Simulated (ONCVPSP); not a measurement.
## Building the ONCV potential for B (LDA (Perdew-Wang 92), scalar-relativistic).

ONCVPSP 4.0.1 was run on this input:

```
# ATOM AND REFERENCE CONFIGURATION
# atsym  z   nc   nv     iexc    psfile
  B 5.00    1    2  -001012      upf
#
#   n    l    f
    1    0    2.00
    2    0    1.75
    2    1    1.25
#
# PSEUDOPOTENTIAL AND OPTIMIZATION
# lmax
    2
#
#   l,   rc,      ep,       ncon, nbas, qcut
    0    1.15    0.00    4    8    6.30
    1    3.90    0.00    4    8    3.40
    2    3.80    0.30    4    8    2.90
#
# LOCAL POTENTIAL
# lloc, lpopt,  rc(5),   dvloc0
    4    5    1.00   -1.00
#
# VANDERBILT-KLEINMAN-BYLANDER PROJECTORs
# l, nproj, debl
    0    2    2.00
    1    3    0.70
    2    3    2.90
#
# MODEL CORE CHARGE
# icmod, fcfact, rcfact
    3    5.00    1.30
#
# LOG DERIVATIVE ANALYSIS
# epsh1, epsh2, depsh
   -2.00    5.00    0.02
#
# OUTPUT GRID
# rlmax, drl
    6.00    0.01
#
# TEST CONFIGURATIONS
# ncnf
    4
# nvcnf
#   n    l    f
    2
    2    0    2.00
    2    1    1.00
#
    2
    2    0    2.00
    2    1    0.00
#
    2
    2    0    1.00
    2    1    0.00
#
    2
    2    0    0.00
    2    1    3.00
#
```

Command:

```bash
oncvpsp.x < B.dat > B.out
```

Resulting log (shortened: citation, most of the input echo, consistency checks and plot data are left out):

```
ONCVPSP  (Optimized Norm-Conservinng Vanderbilt PSeudopotential)
scalar-relativistic version 4.0.1

#   n    l    f        energy (Ha)
    1    0    2.00    -6.5759105E+00
    2    0    1.75    -3.4939995E-01
    2    1    1.25    -1.4077385E-01

Reference configufation results
  iterations    21
  all-electron total energy (Ha)   -2.42984997D+01

Begin loop to  construct optimized pseudo wave functions
and semi-local pseudopoentials for all angular momenta

   Wellstate for l =  0  n =  3
     eigenvalue =   1.6506
     asymptotic potential =   2.1506
     half-point radius =  2.4107

Calculating optimized projector #   1

 for l=   0

    Fraction of norm inside rc  0.158475
    Optimizing pswf for qcut=   6.30 a_B^-1,  ecut=  19.83 Ha
    Residual kinetic energy error=  2.95D-05 Ha

    Energy error per electron        Cutoff
         Ha          eV             Ha
         0.01000     0.27211        7.35
         0.00100     0.02721       12.50
         0.00010     0.00272       16.61
         0.00001     0.00027       83.11

Calculating optimized projector #   2

 for l=   0

    Fraction of norm inside rc  0.150999
    Optimizing pswf for qcut=   6.30 a_B^-1,  ecut=  19.83 Ha
    Residual kinetic energy error=  3.61D-03 Ha

    Energy error per electron        Cutoff
         Ha          eV             Ha
         0.01000     0.27211       10.32
         0.00100     0.02721       87.61
         0.00010     0.00272      172.42
         0.00001     0.00027      197.70

   Wellstate for l =  1  n =  4
     eigenvalue =   0.5592
     asymptotic potential =   1.0592
     half-point radius =  7.3858

   Wellstate for l =  1  n =  5
     eigenvalue =   1.2592
     asymptotic potential =   1.7592
     half-point radius =  6.7167

Calculating optimized projector #   1

 for l=   1

    Fraction of norm inside rc  0.899605
    Optimizing pswf for qcut=   3.40 a_B^-1,  ecut=   5.77 Ha
    Residual kinetic energy error=  2.07D-06 Ha

    Energy error per electron        Cutoff
         Ha          eV             Ha
         0.01000     0.27211        2.89
         0.00100     0.02721        3.85
         0.00010     0.00272        4.74
         0.00001     0.00027        5.49

Calculating optimized projector #   2

 for l=   1

    Fraction of norm inside rc  0.379734
    Optimizing pswf for qcut=   3.40 a_B^-1,  ecut=   5.77 Ha
    Residual kinetic energy error=  8.89D-05 Ha

    Energy error per electron        Cutoff
         Ha          eV             Ha
         0.01000     0.27211        3.70
         0.00100     0.02721        4.85
         0.00010     0.00272        5.87
         0.00001     0.00027       15.52

Calculating optimized projector #   3

 for l=   1

    Fraction of norm inside rc  0.281935
    Optimizing pswf for qcut=   3.40 a_B^-1,  ecut=   5.77 Ha
    Residual kinetic energy error=  1.77D-03 Ha

    Energy error per electron        Cutoff
         Ha          eV             Ha
         0.01000     0.27211        4.84
         0.00100     0.02721        6.03
         0.00010     0.00272       13.86
         0.00001     0.00027       21.65

   Wellstate for l =  2  n =  4
     eigenvalue =   0.3000
     asymptotic potential =   0.8000
     half-point radius = 11.3603

   Wellstate for l =  2  n =  7
     eigenvalue =   3.2000
     asymptotic potential =   3.7000
     half-point radius =  6.0231

   Wellstate for l =  2  n = 10
     eigenvalue =   6.1000
     asymptotic potential =   6.6000
     half-point radius =  6.4706

Calculating optimized projector #   1

 for l=   2

    Fraction of norm inside rc  0.264649
    Optimizing pswf for qcut=   2.90 a_B^-1,  ecut=   4.22 Ha
    Residual kinetic energy error=  7.95D-06 Ha

    Energy error per electron        Cutoff
         Ha          eV             Ha
         0.01000     0.27211        1.15
         0.00100     0.02721        2.23
         0.00010     0.00272        3.29
         0.00001     0.00027        4.23

Calculating optimized projector #   2

 for l=   2

    Fraction of norm inside rc  0.268828
    Optimizing pswf for qcut=   2.90 a_B^-1,  ecut=   4.22 Ha
    Residual kinetic energy error=  1.18D-01 Ha

    Energy error per electron        Cutoff
         Ha          eV             Ha
         0.01000     0.27211       19.20
         0.00100     0.02721       23.29
         0.00010     0.00272       32.60
         0.00001     0.00027       49.85

Calculating optimized projector #   3

 for l=   2

    Fraction of norm inside rc  0.169306
    Optimizing pswf for qcut=   2.90 a_B^-1,  ecut=   4.22 Ha
    Residual kinetic energy error=  1.11D+00 Ha

    Energy error per electron        Cutoff
         Ha          eV             Ha
         0.01000     0.27211       23.81
         0.00100     0.02721       27.94
         0.00010     0.00272       37.24
         0.00001     0.00027       59.01

Construct Vanderbilt / Kleinmman-Bylander projectors

B matrix Hermiticity error, ll=   0
   1   2    6.9480E-05

  Orthonormal projector coefficients  1.5711E+01  3.4022E+00

B matrix Hermiticity error, ll=   1
   1   2   -7.4000E-06
   1   3    8.8372E-06
   2   3    1.4053E-05

  Orthonormal projector coefficients  5.1086E+00 -5.8975E-01 -3.2673E-01

B matrix Hermiticity error, ll=   2
   1   2   -2.4693E-06
   1   3    6.1097E-07
   2   3   -1.7348E-06

  Orthonormal projector coefficients  3.8466E+00  2.8727E+00 -4.7321E-01

Model core correction analysis
  based on d2Exc/dn_idn_j

d2excae - all-electron derivatives

   -4.761524D-02   -4.084135D-02
   -4.084579D-02   -3.825743D-02

d2excps - pseudofunction derivatives with no core correction

   -5.075445D-02   -4.196258D-02
   -4.196655D-02   -3.955815D-02

rms 2nd derivative error    1.874821E-03

rmatch, rhocmatch    0.7708    0.7342

Teter function model core charge with specified parameters

d2excps - pseudofunction derivatives with core correction

   -4.836717D-02   -4.095307D-02
   -4.095542D-02   -3.911249D-02

rms 2nd derivative error    5.746801E-04

Pseudoatom total energy   -2.485715

Diagnostic tests using Vanderbilt-Kleinman-Bylander pseudopotentials
  1 or more projectors used as specified by nproj input data

   l    rcore       rmatch      e in        delta e   norm test  slope test

   0   1.1507464   1.1856856  -0.3493999  -0.0000005   1.0000180   1.0000113
   0   1.1507464   1.1856856   1.6506001   0.0000181   1.0001319   1.0001319

   1   3.9225246   4.0416210  -0.1407739  -0.0000001   1.0000086   1.0000095
   1   3.9225246   4.0416210   0.5592262   0.0000009   1.0000231   1.0000231
   1   3.9225246   4.0416210   1.2592261   0.0000037   1.0000426   1.0000426

   2   3.8069378   3.9225246   0.3000000   0.0000006   1.0000017   1.0000017
run_diag: lschvkbbe ERROR   2   5   2  60  3.20000000E+00  3.37389186E+00
   2   3.8069378   3.9225246   3.2000000   0.1738919   0.1603856   0.0726073
   2   3.8069378   3.9225246   6.1000000   0.0332925   0.9314497   0.9314497

 Testing for bound ghosts
   n   l    E NL Schr. Eq   E Basis Diag.   E Cutoff

   1   0       -0.349400       -0.269139    196.16

   2   1       -0.140774       -0.140751     25.72

 Testing for highly-localized positive-energy ghosts
       l    <radius>/rc     E Basis Diag.   E Cutoff

       1        0.566369       11.175518     25.72  WARNING - GHOST(+)

       2        0.368866        6.119087     30.55  WARNING - GHOST(+)

Test configuration 0

   n   l     f        eae           eps        diff
   1   0  2.0000   -6.57591051
   2   0  1.7500   -0.34939995   -0.34940041   -4.65D-07
   2   1  1.2500   -0.14077385   -0.14077394   -9.00D-08

    Total energies and differences
      AE_ref= -2.42984997D+01  AE_tst= -2.42984997D+01  dif=  0.00D+00
      PS_ref= -2.48571525D+00  PS_tst= -2.48571525D+00  dif=  1.78D-15
      PSP excitation error= -1.78D-15

Test configuration 1

   n   l     f        eae           eps        diff
   1   0  2.0000   -6.56600070
   2   0  2.0000   -0.34484330   -0.34272879    2.11D-03
   2   1  1.0000   -0.13653230   -0.13540377    1.13D-03

    Total energies and differences
      AE_ref= -2.42984997D+01  AE_tst= -2.43506168D+01  dif= -5.21D-02
      PS_ref= -2.48571525D+00  PS_tst= -2.53771017D+00  dif= -5.20D-02
      PSP excitation error= -1.22D-04

Test configuration 2

   n   l     f        eae           eps        diff
   1   0  2.0000   -7.04581955
   2   0  2.0000   -0.71333637   -0.69539917    1.79D-02

    Total energies and differences
      AE_ref= -2.42984997D+01  AE_tst= -2.40448129D+01  dif=  2.54D-01
      PS_ref= -2.48571525D+00  PS_tst= -2.24325063D+00  dif=  2.42D-01
      PSP excitation error=  1.12D-02

Test configuration 3

   n   l     f        eae           eps        diff
   1   0  2.0000   -7.68536116
   2   0  1.0000   -1.15148323   -1.12576917    2.57D-02

    Total energies and differences
      AE_ref= -2.42984997D+01  AE_tst= -2.31151283D+01  dif=  1.18D+00
      PS_ref= -2.48571525D+00  PS_tst= -1.33525047D+00  dif=  1.15D+00
      PSP excitation error=  3.29D-02

Test configuration 4

   n   l     f        eae           eps        diff
   1   0  2.0000   -6.63639038
   2   1  3.0000   -0.16574173   -0.17361873   -7.88D-03

    Total energies and differences
      AE_ref= -2.42984997D+01  AE_tst= -2.39317122D+01  dif=  3.67D-01
      PS_ref= -2.48571525D+00  PS_tst= -2.11342936D+00  dif=  3.72D-01
      PSP excitation error= -5.50D-03
```

The run took about 3.8 s on one core of a shared server CPU.
